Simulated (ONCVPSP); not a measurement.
## Co, ONCV: configuration errors across variants

```json
{
 "Element": "Co (Z = 27)",
 "Generator": "ONCVPSP 4.0.1",
 "Type": "optimised norm-conserving Vanderbilt (ONCV)",
 "Functional": "LDA (Perdew-Wang 92)",
 "Relativity": "scalar-relativistic",
 "Frozen core": "[Ne]",
 "Valence charge": "17",
 "Reference configuration": "3s2 3p6 3d6 (charge +3)",
 "Partial waves": "3s: rc 0.95 bohr, ncon 5, nbas 9, qcut 12.7 1/bohr, 3 projectors, debl 3.3 Ha; 3p: rc 1.20 bohr, ncon 4, nbas 9, qcut 10.5 1/bohr, 2 projectors, debl 3.9 Ha; 3d: rc 0.95 bohr, ncon 4, nbas 9, qcut 17.6 1/bohr, local",
 "Local potential": "the d channel",
 "Core correction": "none"
}
```

In the s channel the program set the typed energies aside and used -5.155, 0.250, 3.550 Ha.

All-electron excitation energies from the reference (eV): (1) 3s2 3p6 3d7 4s2 -62.560; (2) 3s2 3p6 3d7 4s1 -53.272; (3) 3s2 3p6 3d7 -36.193; (4) 3s2 3p5 3d7 4s2 10.865.

Errors AE − PS in meV (a dash: test not solved or not reliable):

```tsv
change	(1)	(2)	(3)	(4)	bound ghosts	GHOST(+) flags above zero
base	-1.5	-1.5	-0.5	+19	none	s, p
d: qcut 10.6	-15	-14	-9.3	+5.8	none	s
d: qcut 12.7	-8.7	-8.2	-5.4	+13	none	s
d: qcut 14.6	-5.1	-4.8	-3.0	+15	none	s
d: qcut 16.9	-2.2	-2.1	-0.9	+19	none	s, p
d: qcut 18.7	-0.6	-0.7	+0.1	+19	none	s
d: qcut 20.5	+0.9	+0.7	+1.0	+19	none	s
d: qcut 22.6	+0.4	+0.5	+1.2	+18	none	s
d: qcut 23.9	-0.4	-0.5	+0.3	+19	none	s
```

Q: Give the same row for: d: qcut 26.4.

A: +9.2, +8.8, +7.8, +12; bound ghosts: none; GHOST(+) flags above zero: s.
